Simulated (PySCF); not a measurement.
Bonds (- single, = double, # triple, : aromatic): C1-O2 1.415 Å, O2-C3 1.344 Å, C3:C4 1.402 Å, C4:C5 1.377 Å, C5:C6 1.392 Å, C6:C7 1.380 Å, C7:N8 1.326 Å, N8:C3 1.323 Å. C1 carries H9, H10, H11; C4 carries H12; C5 carries H13; C6 carries H14; C7 carries H15.

Theoretical values (PySCF 2.14.0 with density-fitted response routines): coordinates at the GFN2-xTB level, GIAO PBE0/pcSseg-1 shieldings. Non-relativistic Hamiltonian, averaged over atoms made equivalent by symmetry, fast rotation or ring inversion, one conformer, in vacuum.

Chemical shifts δ = σref − σ; 13C vs TMS, all at this level.

Q: Do the 13C shifts follow the atomic charges (in e)? Tabulate both.

A: 
```json
{"atoms": "C3", "hybridisation": "sp2", "δ (ppm)": "171.7", "σ para (ppm)": "-238", "Hirshfeld": "+0.14", "IAO": "+0.33", "Mulliken": "+0.47", "ESP-fitted": "+1.09"}
{"atoms": "C7", "hybridisation": "sp2", "δ (ppm)": "154.0", "σ para (ppm)": "-216", "Hirshfeld": "+0.01", "IAO": "-0.00", "Mulliken": "+0.16", "ESP-fitted": "+0.41"}
{"atoms": "C5", "hybridisation": "sp2", "δ (ppm)": "144.0", "σ para (ppm)": "-210", "Hirshfeld": "-0.03", "IAO": "-0.12", "Mulliken": "-0.01", "ESP-fitted": "+0.35"}
{"atoms": "C6", "hybridisation": "sp2", "δ (ppm)": "120.1", "σ para (ppm)": "-191", "Hirshfeld": "-0.07", "IAO": "-0.21", "Mulliken": "-0.20", "ESP-fitted": "-0.65"}
{"atoms": "C4", "hybridisation": "sp2", "δ (ppm)": "115.5", "σ para (ppm)": "-182", "Hirshfeld": "-0.07", "IAO": "-0.21", "Mulliken": "-0.15", "ESP-fitted": "-0.83"}
{"atoms": "C1", "hybridisation": "sp3", "δ (ppm)": "55.8", "σ para (ppm)": "-113", "Hirshfeld": "-0.04", "IAO": "-0.21", "Mulliken": "-0.01", "ESP-fitted": "-0.14"}
```

Correlation coefficients of δ with charge over these carbons: Hirshfeld +0.63, IAO +0.72, Mulliken +0.58, ESP-fitted +0.61; with the paramagnetic shielding -1.00. Among the 5 sp2 carbons alone: Hirshfeld +0.94, IAO +0.92, Mulliken +0.96, ESP-fitted +0.99. With so few points, grouped by hybridisation, these coefficients are fragile. Charge is one influence among several: hybridisation and low-lying excitations act through the paramagnetic term.

Shifts are as computed. Against solution values, carbons near 30 ppm lie about +3 ppm off and those near 130 ppm about +5 ppm. Of 1211 compounds with measured shifts, 218 miss one by over three times the rms of a fit or turn the order of signals round; such compounds aren't used in these exercises.
